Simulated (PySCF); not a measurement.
# Working out the ionisation energy of Ru

Ru [Kr] 4d7 5s1 (5F) → Ru⁺ [Kr] 4d7 (4F). Computed with PySCF 2.14 in cc-pwCVTZ-PP with ECP28MDF, with a scalar-relativistic core potential. Frozen: nothing. Energies in hartree (1 hartree = 27.21139 eV):

| part | Ru (lower) | Ru⁺ (upper) |
| --- | --- | --- |
| UHF | -93.816125 | -93.585016 |
| MP2 opposite-spin | -0.387537 | -0.370088 |
| MP2 same-spin | -0.179062 | -0.157891 |

What does Hartree-Fock give?

(-93.585016) − (-93.816125) = 0.231109 hartree = 6.289 eV.

What do MP2 and SCS-MP2 (6/5 opposite-spin, 1/3 same-spin) give?

The opposite-spin parts differ by 0.475 eV and the same-spin parts by 0.576 eV. MP2: 6.289 + (0.475) + (0.576) = 7.340 eV. SCS-MP2: 6.289 + 1.2 × (0.475) + (0.576)/3 = 7.051 eV.

Measured between the centres of the two terms (NIST): 7.365 eV, so MP2 (valence and next inner shell) is off by -0.025 eV.

What remains against the reference includes basis incompleteness and correlation beyond second order.
